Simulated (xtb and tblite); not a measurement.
Conformational energy of SMILES N[SiH2][SiH2]Cl (H6ClNSi2). Scanned: dihedral H5–N1–Si2–Si3 and dihedral N1–Si2–Si3–Cl4; all other coordinates were relaxed at GFN2-xTB. GFN2-xTB can order the conformers of Si and Ge chains otherwise than DFT does.

Atom numbering (GFN2-xTB optimised geometry, Å):
```
10

N     -1.6367    -0.0216     0.6149
Si    -0.5697    -0.1758    -0.7283
Si     1.5752    -0.0849     0.1152
Cl     1.8376     1.5737     1.2646
H     -1.4661     0.6943     1.3032
H     -2.6286    -0.1349     0.4812
H     -0.8997    -1.4835    -1.3014
H     -0.7936     0.8178    -1.7985
H      1.9810    -1.1979     0.9762
H      2.6007     0.0128    -0.9272
```

Level of theory: GFN2-xTB run with xtb and tblite.

Energy in kJ/mol above the lowest grid point; x is the dihedral H5–N1–Si2–Si3 (°), y the dihedral N1–Si2–Si3–Cl4 (°).

```csv
y \ x,-150,-120,-90,-60,-30,0,30,60,90,120,150,180
180,1.4,5.8,4.3,0.1,0.7,2.8,0.7,0.1,4.3,5.8,1.4,0.0
150,2.4,6.8,4.9,0.8,1.6,3.6,1.4,1.0,5.4,6.2,1.9,0.7
120,4.2,8.3,6.1,2.0,2.9,4.9,2.8,2.8,6.6,7.3,3.0,2.1
90,5.4,8.9,6.9,2.5,3.4,5.6,3.9,4.2,7.0,7.7,3.6,2.6
60,6.0,8.7,7.2,2.7,3.0,5.7,4.5,5.0,6.8,7.6,3.8,2.3
30,5.4,8.2,7.0,3.4,2.6,4.9,4.3,5.3,6.6,7.3,4.4,2.3
0,5.3,7.5,6.8,4.7,3.3,4.3,3.3,4.7,6.8,7.5,5.3,3.2
-30,4.4,7.3,6.6,5.3,4.3,4.9,2.6,3.4,7.0,8.2,5.4,2.3
-60,3.8,7.6,6.8,5.0,4.5,5.7,3.0,2.7,7.2,8.7,6.0,2.3
-90,3.6,7.7,7.0,4.2,3.9,5.6,3.4,2.5,6.9,8.9,5.4,2.6
-120,3.0,7.3,6.6,2.8,2.8,4.9,2.9,2.0,6.1,8.3,4.2,2.1
-150,1.9,6.2,5.4,1.0,1.4,3.6,1.6,0.8,4.9,6.8,2.4,0.9
```

The six lowest points that lie below all their neighbours on the grid: x = 180, y = 180 (0.0 kJ/mol); x = -60, y = 180 (0.1 kJ/mol); x = 60, y = 180 (0.1 kJ/mol); x = 180, y = 30 (2.3 kJ/mol); x = 180, y = -30 (2.3 kJ/mol); x = -30, y = 30 (2.6 kJ/mol). The lowest path on the grid from the first to the second passes x = -120, y = 180 at 5.8 kJ/mol.
